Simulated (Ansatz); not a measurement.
As₂H₄⁺, relaxed as a doublet with UKS PBE0-D4/def2-TZVP in Ansatz, starting from the PBE0-D4/def2-TZVP geometry of the neutral singlet. Force threshold 0.02 eV/Å.

Start:

| atom | x (Å) | y (Å) | z (Å) |
| --- | --- | --- | --- |
| As1 | 0.382 | -0.965 | 0.654 |
| As2 | -0.382 | 0.963 | -0.656 |
| H3 | -0.711 | -0.755 | 1.697 |
| H4 | -0.512 | -1.919 | -0.131 |
| H5 | 0.507 | 1.918 | 0.133 |
| H6 | 0.715 | 0.758 | -1.696 |

```csv
step,energy (eV),largest force component (eV/Å),SCF passes
1,-121724.0949,1.356,17
2,-121724.3910,0.392,21
3,-121724.4407,0.267,22
4,-121724.4459,0.061,20
5,-121724.4461,0.004,14
```

Force components are those of the run's own axes.

End:

Cartesian coordinates in Å:
```
As 0.2383 -0.9686 0.6408
As -0.2381 0.9674 -0.6428
H -0.7043 -0.8015 1.8101
H -0.4917 -2.0403 -0.1351
H 0.4880 2.0391 0.1368
H 0.7077 0.8039 -1.8099
```

By distances, no bond broke or formed. The bond that changes most is As1–As2, from 2.45 to 2.37 Å (atoms count from 1).

No frequencies were taken in this run, so the end may be a saddle point.

It took 31 s on 4 threads of Intel Xeon on a shared host.
